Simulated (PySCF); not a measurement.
SMILES [CH2]CO[SiH](C)OCC (C5H13O2Si), doublet, GFN2-xTB optimised geometry.

```
21

C     -0.65    -2.88    -3.09
C     -0.05    -2.63    -1.78
O     -0.32    -1.34    -1.33
Si     0.23    -0.57     0.00
C      2.14    -0.57     0.00
O     -0.44     0.90     0.00
C     -0.51     1.88    -1.00
C     -1.57     2.90    -0.63
H     -0.50    -3.83    -3.57
H     -1.25    -2.13    -3.55
H     -0.42    -3.36    -1.03
H      1.05    -2.79    -1.81
H     -0.33    -1.11     1.24
H      2.54    -0.23    -0.95
H      2.53     0.09     0.77
H      2.54    -1.56     0.19
H     -0.75     1.41    -1.96
H      0.47     2.37    -1.09
H     -2.54     2.41    -0.55
H     -1.33     3.36     0.32
H     -1.63     3.67    -1.40
```

Density from unrestricted B3LYP/def2-SVP run with PySCF at that geometry.

Minimum of the electron density along straight lines between bonded atoms, close to the bond critical point (lines longer than 1.1 times the sum of covalent radii, or with two minima, are not listed):

| bond | length / Å | ρ at the minimum / e bohr⁻³ | ∇²ρ there / e bohr⁻⁵ | position (fraction from the first atom) |
|---|---|---|---|---|
| C1–C2 | 1.468 | 0.276 | -0.69 | 0.49 |
| C2–O3 | 1.396 | 0.259 | -0.34 | 0.34 |
| O3–Si4 | 1.630 | 0.127 | 1.07 | 0.59 |
| Si4–C5 | 1.906 | 0.112 | 0.30 | 0.38 |
| Si4–O6 | 1.613 | 0.132 | 1.14 | 0.41 |
| O6–C7 | 1.404 | 0.253 | -0.32 | 0.66 |
| C7–C8 | 1.521 | 0.252 | -0.60 | 0.51 |
| C1–H9 | 1.071 | 0.285 | -1.09 | 0.63 |
| C1–H10 | 1.070 | 0.285 | -1.10 | 0.64 |
| C2–H11 | 1.108 | 0.273 | -0.99 | 0.63 |
| C2–H12 | 1.106 | 0.273 | -0.99 | 0.63 |
| Si4–H13 | 1.458 | 0.120 | 0.34 | 0.49 |
| C5–H14 | 1.089 | 0.270 | -0.96 | 0.62 |
| C5–H16 | 1.087 | 0.271 | -0.96 | 0.62 |
| C7–H17 | 1.095 | 0.283 | -1.07 | 0.63 |
| C7–H18 | 1.097 | 0.281 | -1.05 | 0.63 |
| C8–H19 | 1.087 | 0.278 | -1.03 | 0.63 |
| C8–H20 | 1.087 | 0.278 | -1.03 | 0.63 |
| C8–H21 | 1.087 | 0.277 | -1.01 | 0.62 |
